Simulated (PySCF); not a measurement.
Si(Cl)2(I)(OH) (Cl2HIOSi), SMILES O[Si](Cl)(Cl)I. Geometry optimised at PBE-D3(BJ)/def2-SVP. The structure was generated by enumeration, and PubChem lists no compound with its InChIKey, so it may never have been made. The def2 effective core potentials stand for the cores of I; spin–orbit coupling is left out. Other conformers were not sampled.

Method: PBE-D3(BJ)/def2-SVP in PySCF 2.14.0.

Harmonic wavenumbers (cm⁻¹): 93, 130, 160, 196, 206, 267, 354, 525, 590, 794, 915, 3733. Rotational constants (GHz): 1.761, 0.7831, 0.6727; symmetry number 1.

Q: Work out the zero-point energy and the ideal-gas rigid-rotor harmonic-oscillator thermochemistry at 298.15 K and 1 atm.

A: ZPE = ½ Σ hcν = ½ × 7963 cm⁻¹ = 11.38 kcal/mol. H − E(el) = 16.57 kcal/mol. Entropy in cal/(mol K): translation 42.36, rotation 30.23, vibration 17.52, total 90.12. G − E(el) = -10.29 kcal/mol. Cp = 24.08 cal/(mol K). Modes under 150 cm⁻¹ make the vibrational entropy uncertain.
